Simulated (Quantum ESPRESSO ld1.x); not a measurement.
Problem. The table gives one normalised radial function P(r) = r R(r) (large component) of Be in [He] 2s2 (r in bohr). Method: Dirac Kohn-Sham, PW91, spin-unpolarised, spherical densities, point nucleus; computed with ld1.x of Quantum ESPRESSO 7.5.

r,P
0.0211,0.2854
0.02619,0.3470
0.03225,0.4169
0.0397,0.4982
0.04888,0.5912
0.06019,0.6957
0.0741,0.8104
0.09197,0.9371
0.1132,1.0610
0.1394,1.1791
0.1717,1.2811
0.2113,1.3544
0.2602,1.3856
0.3204,1.3626
0.3976,1.2732
0.4895,1.1247
0.6027,0.9269
0.7421,0.7025
0.9137,0.4813
1.125,0.2917
1.396,0.1492
1.719,0.0655
2.116,0.0231
2.606,0.0063
3.208,0.0012
3.95,0.0002
4.902,0.0000
6.036,0.0000
7.431,0.0000
9.15,0.0000

Which n and l does it have? It may be an empty orbital.

Solution. n = 1, l = 0: the number of nodes gives n - l - 1 = 0, the rise at small r points to l (this Dirac orbital starts as r^gamma with gamma = sqrt((l + 1)^2 - (Z/c)^2) = 1.00; the j = 1/2 orbital of l + 1 starts with the same power, but with a smaller coefficient, and then steepens), and the extent must fit the shell. The curve is that of 1s1/2. 1s1/2: eigenvalue -106.46 eV, 0 radial nodes, <r> = 0.420 bohr, 90 % of the charge inside 0.759 bohr.
